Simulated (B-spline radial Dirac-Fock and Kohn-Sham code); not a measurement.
**Successive ionisation energies of promethium: Dirac-Fock against NIST**

These are calculated numbers from a radial atomic solver; the model is multi-electron Dirac-Fock with separately optimised hole states, Breit and Lamb-shift corrections added in first order. Each value is the difference of the configuration-average energies of two neighbouring ions in their tabulated ground configurations. Electron correlation is not included. NIST's values refer to the lowest levels; many for high charge states are themselves semi-empirical or theoretical. Where a p, d or f shell is open in either ion the computed value averages over both j values and all terms, while the table refers to the lowest levels; that difference holds spin-orbit splitting (largest in heavy or highly charged ions), term energies where several electrons share open shells, and correlation, and it can reach 10 % or more.

| ion | configuration | computed (eV) | NIST (eV) | kind | NIST − computed (eV) |
| --- | --- | --- | --- | --- | --- |
| Pm²³⁺ | [Kr] 4d2 | 723.9 | 730 ± 4 | theoretical | +6.07 |
| Pm²⁴⁺ | [Kr] 4d1 | 763.4 | 767 ± 4 | theoretical | +3.64 |
| Pm²⁵⁺ | [Ar] 3d10 4s2 4p6 | 927.0 | 916 ± 4 | theoretical | -11.02 |
| Pm²⁶⁺ | [Ar] 3d10 4s2 4p5 | 967.6 | 956 ± 4 | theoretical | -11.65 |
| Pm²⁷⁺ | [Ar] 3d10 4s2 4p4 | 1008.8 | 998 ± 4 | theoretical | -10.76 |
| Pm²⁸⁺ | [Ar] 3d10 4s2 4p3 | 1050.3 | 1040 ± 4 | theoretical | -10.34 |
| Pm²⁹⁺ | [Ar] 3d10 4s2 4p2 | 1092.4 | 1113 ± 4 | theoretical | +20.60 |
| Pm³⁰⁺ | [Ar] 3d10 4s2 4p1 | 1134.9 | 1158 ± 4 | theoretical | +23.07 |
| Pm³¹⁺ | [Ar] 3d10 4s2 | 1261.1 | 1261 ± 4 | theoretical | -0.05 |
| Pm³²⁺ | [Ar] 3d10 4s1 | 1307.3 | 1308.7 ± 0.6 | semi-empirical | +1.42 |
| Pm³³⁺ | [Ar] 3d10 | 2261.2 | 2251 ± 5 | theoretical | -10.21 |
| Pm³⁴⁺ | [Ar] 3d9 | 2359.3 | 2344 ± 5 | theoretical | -15.29 |
| Pm³⁵⁺ | [Ar] 3d8 | 2459.0 | 2443 ± 5 | theoretical | -15.95 |
| Pm³⁶⁺ | [Ar] 3d7 | 2560.2 | 2549 ± 5 | theoretical | -11.18 |
| Pm³⁷⁺ | [Ar] 3d6 | 2663.0 | 2652 ± 4 | theoretical | -10.98 |
| Pm³⁸⁺ | [Ar] 3d5 | 2767.3 | 2755 ± 4 | theoretical | -12.33 |
| Pm³⁹⁺ | [Ar] 3d4 | 2873.2 | 2892 ± 4 | theoretical | +18.76 |
| Pm⁴⁰⁺ | [Ar] 3d3 | 2980.7 | 2997 ± 4 | theoretical | +16.30 |

**Question.** Where in this range is the largest relative jump, and why?

**Answer.** From Pm³²⁺ (1307.3 eV) to Pm³³⁺ (2261.2 eV), a factor of 1.73. The configuration goes from [Ar] 3d10 4s1 to [Ar] 3d10, so the next electron comes out of a deeper subshell.
